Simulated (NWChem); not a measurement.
# C2HBCl2; SMILES C#CB(Cl)Cl

```xyz
6

B      0.0009    -0.0135     0.0000
C      0.0092    -1.5283     0.0000
C      0.0144    -2.7456     0.0000
H      0.0190    -3.8217     0.0000
Cl     1.5040     0.8782     0.0000
Cl    -1.5137     0.8590     0.0000
```
Atoms are numbered in this order, from 1.

The geometry was optimised at PBE0/def2-SVP.

Symmetry labels are those of Cs in the frame above (b1 and b2, or b-type labels, depend on it).

List the 4 lowest vertical singlet excitations from PBE0/6-31G* (spherical d), TDA (NWChem).


| state | energy (eV) | oscillator strength | symmetry | leading excitation (squared amplitude) |
|---|---|---|---|---|
| S1 | 4.43 | 0.000 | a" | HOMO → LUMO (0.98) |
| S2 | 5.52 | 0.000 | a" | HOMO−2 → LUMO (0.98) |
| S3 | 5.58 | 0.122 | a' | HOMO−1 → LUMO (0.77) |
| S4 | 5.85 | 0.000 | a" | HOMO−4 → LUMO (0.99) |
